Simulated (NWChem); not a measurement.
GeHOCl₃; SMILES [OH][Ge]([Cl])([Cl])[Cl]

```xyz
6

O      0.0006    -0.1931    -1.9621
Ge     0.0001    -0.0275    -0.2224
Cl     1.7238     1.0384     0.4469
Cl     0.0036    -1.9972     0.5592
Cl    -1.7278     1.0318     0.4467
H      0.0011     0.6544    -2.4246
```
Atoms are numbered in this order, from 1.

All runs: NWChem. Pople sets run with spherical d functions. Structure relaxed at the PBE0/def2-SVP level. Vzz is the largest principal value of the second derivative of the potential at the nucleus (NWChem prints the opposite sign); η is the asymmetry. Non-relativistic.

For level B3LYP/6-31G*:

| Quantity | Result |
|---|---|
| Vzz Ge2 (a.u.) | -0.336 |
| Vzz Cl5 (a.u.) | 2.595 |
| Vzz Cl4 (a.u.) | 2.738 |

Q: Estimate the same quantities for level PBE/cc-pVTZ.

A: 
- Vzz Ge2 (a.u.) = -0.541
- Vzz Cl5 (a.u.) = 2.464
- Vzz Cl4 (a.u.) = 2.582
